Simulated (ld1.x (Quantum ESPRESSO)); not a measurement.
## phosphorus: one change to a TM potential, before and after

- Element: phosphorus
- Generator: ld1.x (Quantum ESPRESSO) 7.5
- Type: norm-conserving Troullier–Martins (Kleinman–Bylander form)
- Functional: PBE
- Relativity: scalar-relativistic
- Frozen core: [Ne]
- Valence charge: 5
- Reference configuration: 3s2 3p3
- Partial waves: 3p (bound): rc 1.45 bohr; 3d channel at 0.25 Ry: rc 1.40 bohr; 3s (bound): rc 1.45 bohr
- Local potential: the s channel
- Core correction: a·sin(br)/r model core inside 1.05 bohr

Change: wave 3p (bound): rc 1.45 bohr becomes 3p (bound): rc 0.94 bohr.

Cutoffs: the cutoffs (Ry, on a coarse ladder) from which the occupation-weighted sum of valence levels, in a spherical-Bessel basis at the reference potential, stays within 10 and 1 mRy of its value at 400 Ry; they do not see the model core or the augmentation charge, which bear on the density cutoff. Errors are all-electron minus pseudo energies relative to the spin-unpolarised reference configuration.

Task: Predict the effect on cutoff, ghosts and configuration errors.

Result: Of the 7 tests that both files solve, the error grows in 6 and shrinks in 0 by more than 15 % and 0.3 meV (median size 3.1 → 12.3 meV); the range in which the p phases agree narrows (upper end 4.7 → 1.0); neither file shows a bound ghost. That the errors move this way runs against the usual rule that smaller radii transfer better.

```csv
quantity,base,changed
"cutoff, loose",35 Ry,over 300 Ry
"cutoff, tight",55 Ry,over 300 Ry
loose cutoff by channel (10 mRy a level),"p 8 Ry, s 18 Ry","p 300 Ry, s 18 Ry"
bound ghosts,none,none
"error for 3s2 3p2, meV [ΔE 9.73 eV]",+3.1,+5.8
"error for 3s2 3p1, meV [ΔE 28.88 eV]",+21,+35
"error for 3s2 3p0, meV [ΔE 58.62 eV]",+66,+103
"error for 3s0 3p5, meV [ΔE 17.20 eV]",+5.4,+49
"error for 3s2 3p3.3, meV [ΔE -1.31 eV]",+0.2,+0.2
"error for 3s1 3p4, meV [ΔE 8.53 eV]",+1.1,+12
"error for 3s2 3p2.5, meV [ΔE 3.77 eV]",+0.5,+1.1
s: phases at 1.60 bohr within 0.05 rad from the reference energy up to (Ry; the scan ends near 5),to the end of the scan,to the end of the scan
p: phases at 1.60 bohr within 0.05 rad from the reference energy up to (Ry; the scan ends near 5),4.7,1.0
d: phases at 1.60 bohr within 0.05 rad from the reference energy up to (Ry; the scan ends near 5),to the end of the scan,to the end of the scan
```
